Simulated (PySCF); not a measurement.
Species: C₃H₁₀FNSi₂.
SMILES with atom numbers: `[CH2:1]=[C:2]([CH2:3][SiH3:4])[Si@H:5]([NH2:6])[F:7]` (hydrogens: H8, H9 on C1; H10, H11 on C3; H12, H13, H14 on Si4; H15 on Si5; H16, H17 on N6)

Method used: PySCF 2.14.0, density-fitted response routines, TDDFT B3LYP/def2-SVPD, vertical, gas phase, core orbitals frozen in the response. Isolated species at its GFN2-xTB geometry (one conformer only). Torsions of this conformer, `[CH2:1]=[C:2]([CH2:3][SiH3:4])[Si@H:5]([NH2:6])[F:7]`: C1–C2–C3–Si4 -90°, C1–C2–Si5–N6 -5°, H–N6–Si5–C2 -158°, H–N6–Si5–C2 62°.

Each state is given a Gaussian of 0.25 eV full width at half maximum, with ε(max) = 2.175×10⁸ f / Δν̃ (Δν̃ the width in cm⁻¹). The width is an assumption, not a result. The curve ends short of the highest state used, and states not computed would add to its high-energy end.

```json
{"E (eV)": "5.30", "ε (L mol⁻¹ cm⁻¹)": "1"}
{"E (eV)": "5.35", "ε (L mol⁻¹ cm⁻¹)": "3"}
{"E (eV)": "5.39", "ε (L mol⁻¹ cm⁻¹)": "10"}
{"E (eV)": "5.43", "ε (L mol⁻¹ cm⁻¹)": "26"}
{"E (eV)": "5.48", "ε (L mol⁻¹ cm⁻¹)": "70"}
{"E (eV)": "5.52", "ε (L mol⁻¹ cm⁻¹)": "131"}
{"E (eV)": "5.57", "ε (L mol⁻¹ cm⁻¹)": "236"}
{"E (eV)": "5.61", "ε (L mol⁻¹ cm⁻¹)": "322"}
{"E (eV)": "5.66", "ε (L mol⁻¹ cm⁻¹)": "390"}
{"E (eV)": "5.70", "ε (L mol⁻¹ cm⁻¹)": "396"}
{"E (eV)": "5.74", "ε (L mol⁻¹ cm⁻¹)": "377"}
{"E (eV)": "5.79", "ε (L mol⁻¹ cm⁻¹)": "438"}
{"E (eV)": "5.83", "ε (L mol⁻¹ cm⁻¹)": "757"}
{"E (eV)": "5.88", "ε (L mol⁻¹ cm⁻¹)": "1959"}
{"E (eV)": "5.92", "ε (L mol⁻¹ cm⁻¹)": "3991"}
{"E (eV)": "5.97", "ε (L mol⁻¹ cm⁻¹)": "8168"}
{"E (eV)": "6.01", "ε (L mol⁻¹ cm⁻¹)": "12399"}
{"E (eV)": "6.05", "ε (L mol⁻¹ cm⁻¹)": "16346"}
{"E (eV)": "6.10", "ε (L mol⁻¹ cm⁻¹)": "18937"}
{"E (eV)": "6.14", "ε (L mol⁻¹ cm⁻¹)": "18209"}
{"E (eV)": "6.19", "ε (L mol⁻¹ cm⁻¹)": "14364"}
{"E (eV)": "6.23", "ε (L mol⁻¹ cm⁻¹)": "10401"}
{"E (eV)": "6.28", "ε (L mol⁻¹ cm⁻¹)": "6293"}
{"E (eV)": "6.32", "ε (L mol⁻¹ cm⁻¹)": "4336"}
{"E (eV)": "6.36", "ε (L mol⁻¹ cm⁻¹)": "3455"}
{"E (eV)": "6.41", "ε (L mol⁻¹ cm⁻¹)": "3304"}
{"E (eV)": "6.45", "ε (L mol⁻¹ cm⁻¹)": "3597"}
{"E (eV)": "6.50", "ε (L mol⁻¹ cm⁻¹)": "4270"}
{"E (eV)": "6.54", "ε (L mol⁻¹ cm⁻¹)": "4915"}
{"E (eV)": "6.59", "ε (L mol⁻¹ cm⁻¹)": "5510"}
```

Task: Where are the band maxima, and which computed states make them?

Result: 218 nm (5.68 eV), ε about 400, made up of S1 (98%); 203 nm (6.11 eV), ε about 19000, made up of S2 (100%) (ε in L mol⁻¹ cm⁻¹; maxima over ε = 5, shares over 10%). At its high-energy end, 6.59 eV, the curve is still rising (ε about 5500, from S4, S5 and S6). The states used: S1 5.68 eV (f 0.0036); S2 6.11 eV (f 0.176); S3 6.39 eV (f 0.019); S4 6.57 eV (f 0.014); S5 6.61 eV (f 0.013); S6 6.66 eV (f 0.026); S7 7.11 eV (f 0.080); S8 7.19 eV (f 0.0054).

Task: Coming from long wavelengths, where does ε first pass 100 L mol⁻¹ cm⁻¹?

Result: At about 225 nm (5.50 eV), 0.18 eV below S1.

Task: On this curve, what absorbance would a 10⁻³ mol/L sample give at 222 nm over a 1 cm path?

Result: 222 nm is 5.585 eV, where ε is about 270 L mol⁻¹ cm⁻¹, so A = ε c l ≈ 0.27 (Beer–Lambert, with the gas-phase spectrum and the assumed width).

Task: What would ε be at 6.11 eV, the highest of these maxima, with half the width (0.125 eV)?

Result: About 37900 L mol⁻¹ cm⁻¹ against 19000, a factor of about 1.99; a lone state at its own centre would give exactly 2.
